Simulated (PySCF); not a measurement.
**Computed properties of Si(I)(NMe2) (C₂H₆INSi), SMILES CN(C)[Si]I**

Si(I)(NMe2) (C2H6INSi), SMILES CN(C)[Si]I (connectivity only; charge and spin as stated), neutral, multiplicity 1. Coordinates come from a B3LYP-D3(BJ)/def2-SVP optimisation. The def2 effective core potentials stand for the cores of I; spin–orbit coupling is left out. Other conformers were not sampled. All values are computed for the isolated molecule unless a solvent is named; none is compared with measurement here.

**Structure.** The optimised structure has Cs symmetry. All 27 harmonic modes at B3LYP-D3(BJ)/def2-SVP (PySCF) are real, so it is a minimum. With heavy atoms numbered as in [Si:1]([I:2])[N:3]([CH3:4])[CH3:5], the shortest bond between them is N3–C5 at 1.454 Å and the longest Si1–I2 at 2.556 Å.

**Vibrations.** The strongest infrared lines (harmonic, unscaled, degenerate partners summed) lie at 997 cm⁻¹ (142 km/mol, C 36 %, H 34 %, N 27 %), 3000 cm⁻¹ (96 km/mol, H 97 %), 3059 cm⁻¹ (44 km/mol, H 90 %, C 10 %). The softest mode is at 87 cm⁻¹ and the zero-point energy is 52.4 kcal/mol.

**Electronic structure.** ωB97X/def2-TZVP (PySCF) places the frontier levels at -8.87 and 0.14 eV, a gap of 9.01 eV, and gives a dipole moment of 3.55 D and a mean polarisability of 98.0 bohr³. PBE/def2-TZVP (PySCF) at the same geometry gives -5.74 and -2.55 eV, so its gap is 5.82 eV narrower. An orbital gap is neither the optical nor the fundamental gap.

**Excitations.** TDA-B3LYP/def2-SVPD (PySCF) has S1 at 3.84 eV (323 nm, f = 0.012, weak); the most intense of the 10 singlets computed lies at 5.95 eV (f = 0.32). T1 (TDA) is at 2.74 eV, 1.10 eV under S1. TDA-PBE/def2-SVPD (PySCF) puts S1 at 3.57 eV. No vertical singlet excitation falls in the visible range (under 3.1 eV).
